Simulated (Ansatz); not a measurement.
`BC[SiH](F)Cl` + HI → `F[SiH](Cl)I` + `BC` at 400 K and 1 bar (ligand exchange at the Si–C bond).

Calculated with Ansatz (gas phase, PBE0-D4/def2-TZVP geometries, no zero-point term in ΔE). CCSD(T)/CBS adds triple-zeta CCSD(T) − MP2 to the extrapolated MP2 energy (def2 sets, frozen cores). This one scheme is used for every species. Elements past krypton have def2 core potentials. For I outer-core shells are correlated without core-valence functions, which leaves a few kJ/mol of doubt a bond. Each species was taken in one conformer, which may not be the lowest.

```csv
species,CCSD(T)/CBS energy (Eh),H − E (kJ/mol),S (J/(mol·K))
`BC[SiH](F)Cl`,-914.62178,194.8,389.1
HI,-298.03592,25.7,215.0
`F[SiH](Cl)I`,-1146.84711,62.4,355.4
`BC`,-65.83255,164.9,265.6
```

H − E and S are ideal-gas, rigid-rotor, harmonic terms from PBE0-D4/def2-TZVP, for one conformer and one mirror image of each species. 1 Eh = 2625.50 kJ/mol, R = 8.31446 J/(mol·K).

Task: By hand: ΔE, ΔH, ΔS and ΔG.

Result: ΔE = (-1146.84711) + (-65.83255) − (-914.62178) − (-298.03592) = -0.02196 Eh = -57.7 kJ/mol. Δ(H − E) = 62.4 + 164.9 − 194.8 − 25.7 = 6.8, so ΔH = -50.9 kJ/mol. ΔS = 355.4 + 265.6 − 389.1 − 215.0 = 16.9 J/(mol·K). ΔG = -50.9 − 400 × (16.9)/1000 = -57.7 kJ/mol.

Task: By hand: the equilibrium constant, and the temperature at which ΔG would vanish if ΔH and ΔS stayed fixed.

Result: log₁₀ K = −ΔG/(RT ln 10) = 7.5. ΔH and −TΔS have one sign here, so there is no such temperature.

ΔH outweighs TΔS. A doubt of 5 kJ/mol in ΔE shifts log₁₀ K by 0.7 here. Other conformers and mirror images would add mixing entropy, several J/(mol·K) or more a flexible species. Modes under 60 cm⁻¹, often nearly free rotors, make the harmonic entropy too high. These are equilibria of isolated gas molecules and say nothing of rates. Largest T1 diagnostic: 0.011 (customary marks: 0.02 for closed shells, 0.045 for open ones).
